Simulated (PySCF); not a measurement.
Species: C7H11NSi.
SMILES with atom numbers: `[CH2:1]=[CH:2][CH2:3][Si@H:4]1[CH2:5][C@@H:6]([C:7]#[N:8])[CH2:9]1`

Cartesian coordinates in Å at the GFN2-xTB level; atoms count from 1:
```xyz
20
C7H11NSi angstrom
C      3.187    0.983    0.252
C      2.659   -0.222    0.130
C      1.423   -0.677    0.824
Si    -0.015   -0.851   -0.411
C     -1.768   -1.101    0.318
C     -2.282    0.140   -0.454
C     -3.023    1.044    0.376
N     -3.579    1.767    1.068
C     -0.938    0.739   -0.942
H      4.076    1.274   -0.280
H      2.752    1.728    0.897
H      3.116   -0.952   -0.525
H      1.603   -1.647    1.288
H      1.159    0.027    1.614
H      0.302   -1.760   -1.519
H     -1.842   -0.959    1.395
H     -2.310   -2.009    0.071
H     -2.908   -0.157   -1.298
H     -0.950    1.015   -1.993
H     -0.668    1.629   -0.375
```

Definitions: NICS(0) = −σiso at the ring centroid; NICS(1) = −σiso and NICS(1)zz = −σzz at ±1 Å along the ring normal z. Level: GIAO PBE0/pcSseg-1 (PySCF, non-relativistic, gas phase) on the GFN2-xTB geometry, one conformer.

Ring bond lengths (Å), with Mayer bond orders in brackets: Si4–C5 1.915 (0.91), C5–C6 1.549 (0.96), C6–C9 1.550 (0.96), C9–Si4 1.914 (0.93).

Task: What do the NICS probes read (ppm)?

Result: 
```json
{"ring": "Si4–C5–C6–C9", "type": "4-membered ring with Si; formal bonds all single", "NICS(0)": "0.4", "NICS(1), two faces": "-0.5 / -1.2", "NICS(1)zz, two faces": "7.0 / 2.9", "rms pucker (Å)": "0.07", "centre to ring atoms, mean (Å)": "1.22"}
```

Task: What can be read from them?

Result: 
- Si4–C5–C6–C9: mean NICS(1)zz 4.9 ppm, deshielded. Si4, C5, C6, C9 have four or more neighbours, so the value isn't read as a sign of a π ring current. The two faces differ by 4.1 ppm, so no symmetry operation interchanges them.

Task: What is the mean of the two in-plane components of NICS at the second NICS(1) probe listed for ring Si4–C5–C6–C9, 1 Å off the ring?

Result: The isotropic value is a third of the trace: (3 × -1.2 − (2.9))/2 = -3.2 ppm.

Task: What are the shieldings of the ring atoms and their hydrogens in the same run (means over atoms taken as equivalent)?

Result: 
```csv
atoms,environment,σ isotropic (ppm)
Si4,SiH silicon,363.8
C5 (×2),sp3 carbon bound to silicon,165.2
C6,sp3 carbon next to a nitrile,169.5
H15,Si–H hydrogen,26.89
H16 (×2),methylene hydrogen,29.91
H17 (×2),methylene hydrogen,29.83
H18,methine hydrogen,28.83
```
